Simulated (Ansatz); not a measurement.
Relaxation of FH5NSi2 (9 atoms, charge 1, multiplicity 1), to a largest force component of 0.015 eV/Å in at most 40 steps.

These are results of Ansatz 0.2.0, RKS B3LYP-D4/def2-SVP, not measurements.

```xyz
9
Properties=species:S:1:pos:R:3:forces:R:3
N -0.144 1.483 -0.653 0.04 -0.28 0.61
Si 0.795 0.135 -0.222 -0.30 0.41 -0.86
F 0.912 -0.736 -1.556 0.10 -0.51 -0.49
Si -0.681 -1.314 0.998 0.41 -0.11 0.58
H -0.153 1.804 -1.612 -0.03 -0.05 -0.46
H -0.353 2.244 -0.027 -0.12 0.36 0.34
H 2.120 0.211 0.372 0.28 0.05 0.57
H -1.328 -1.021 2.285 -0.28 0.39 0.20
H -0.946 -2.740 0.761 -0.10 -0.27 -0.48
```

Where does it end, and by what steps?

It converged. Limits of this set-up: the dipole of an ion depends on the origin. After 16 steps the energy has fallen by 1.174 eV; H9 moved furthest, 1.41 Å. Joined: N1–Si4.

| step | energy less start (eV) | largest force component (eV/Å) | accepted |
| --- | --- | --- | --- |
| 0 | 0.0000 | 0.863 | yes |
| 1 | -0.1280 | 0.508 | yes |
| 2 | -0.1968 | 0.449 | yes |
| 3 | -0.2577 | 0.280 | yes |
| 4 | -0.3205 | 0.440 | yes |
| 5 | -0.3972 | 0.362 | yes |
| 6 | -0.4904 | 0.426 | yes |
| 7 | -0.6134 | 0.588 | yes |
| 8 | -0.7731 | 0.737 | yes |
| 9 | -0.9330 | 0.809 | yes |
| 10 | -1.0521 | 1.284 | yes |
| 11 | -1.1529 | 0.423 | yes |
| 12 | -1.1670 | 0.267 | yes |
| 13 | -1.1730 | 0.131 | yes |
| 14 | -1.1739 | 0.018 | yes |
| 15 | -1.1742 | 0.016 | yes |
| 16 | -1.1743 | 0.011 | yes |

```xyz
9
Properties=species:S:1:pos:R:3
N -0.386 0.775 -0.240
Si 1.262 -0.167 -0.192
F 1.550 -0.663 -1.687
Si -0.658 -0.851 0.780
H -0.859 0.845 -1.152
H -0.474 1.686 0.228
H 2.344 0.644 0.390
H -0.959 -0.486 2.179
H -1.598 -1.717 0.041
```

Whether the end is a true minimum wasn't checked by a vibrational analysis.

Time of the run: 59 s on 1 CPU thread of a shared host.
